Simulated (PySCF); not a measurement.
## Shifts of the heteroatoms

Atoms are numbered as in `[CH3:1][Si:2]([CH3:3])([CH2:4][F:5])[O:6][SiH3:7]` (H(Xn): hydrogen on atom n).

Theoretical values (PySCF): GFN2-xTB structure, PBE0/pcSseg-1 with gauge-including orbitals. A single conformation, no relativistic terms, no solvent model, rapidly exchanging positions averaged.

**Question.** Where does $^{19}$F resonate?

**Answer.** 
| atoms | environment | σ (ppm) | δ (ppm) |
| --- | --- | --- | --- |
| F5 | fluorine on an sp3 carbon | 482.7 | -275.0 |

Shieldings were converted by a linear fit to measured shifts: $^{19}$F: δ = 146.13 − 0.903σ +14.6 on sp3 carbon (rms 6.0 ppm, 223 shifts, 7.0 ppm with the 5 outliers that the fit left out vs CFCl3, solution or neat liquid). A few per cent of atoms miss by over 2 rms, more outside the fitted compound classes.

On a 600 MHz spectrometer $^{19}$F resonates near 564.6 MHz, so 1 ppm is 564.6 Hz.

**Question.** What are the $^{29}$Si shifts?

**Answer.** 
```
atoms               environment  σ (ppm)  δ (ppm)
  Si2  silicon bonded to 3 C, O    347.0     -5.3
  Si7  silicon bonded to O, 3 H    391.1    -41.5
```

Shieldings were converted by a linear fit to measured shifts: $^{29}$Si: δ = 279.94 − 0.822σ (rms 8.9 ppm, 72 shifts, 25.8 ppm with the 6 outliers that the fit left out vs TMS, solution or neat liquid). Occasional misses reach two or three times the rms, and more in compound classes unlike the fitted ones.

On a 500 MHz spectrometer $^{29}$Si resonates near 99.3 MHz, so 1 ppm is 99.3 Hz.

**Question.** Predict the $^{17}$O NMR data.

**Answer.** 
```json
{"atoms": "O6", "environment": "oxygen bonded to 2 Si", "σ (ppm)": "310.1", "δ (ppm)": "-15.8"}
```

Shieldings were converted by a linear fit to measured shifts: $^{17}$O: δ = 266.70 − 0.911σ (rms 10.7 ppm, 155 shifts, 12.2 ppm with the 3 outliers that the fit left out vs liquid water, solution or neat liquid). A few per cent of atoms miss by over 2 rms, more outside the fitted compound classes.

On a 400 MHz spectrometer $^{17}$O resonates near 54.2 MHz, so 1 ppm is 54.2 Hz.
